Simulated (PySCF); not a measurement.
**Nb⁺ (niobium, charge +1) across methods**

[Kr] 4d3 5s1, high-spin 5F determinant (an excited configuration). All numbers are calculated (PySCF 2.14, a scalar-relativistic core potential, in def2-QZVPPD with the def2 core potential (28 electrons)). The B2PLYP total includes its PT2 part (frozen core); its orbital energies are those of the SCF part.

```
method  E (hartree)  mean ε 4p β (eV)  mean ε 4d α (eV)  mean ε 5s α (eV)  Σ⟨r²⟩ (bohr²)   ⟨S²⟩
  MN15     -56.4465           -45.845           -14.121           -12.319          40.06  6.001
  PBE0     -56.5556           -45.155           -13.780           -11.779          39.86  6.002
   PBE     -56.5694           -42.989           -12.374           -11.167          39.98  6.001
   UHF    -56.10847           -50.509           -17.478           -13.204          40.33  6.006
r2SCAN     -56.5967           -43.716           -12.768           -11.367          39.69  6.002
B2PLYP     -56.4012           -47.190           -15.007           -12.224          40.01  6.002
 B3LYP     -56.5810           -44.803           -13.389           -11.643          39.91  6.001
   LDA     -56.4017           -42.992           -12.339           -11.422          40.06  6.000
PBEsol     -56.4608           -42.904           -12.317           -11.231          39.95  6.001
```

Energies and moments cover only the electrons outside the core potential.
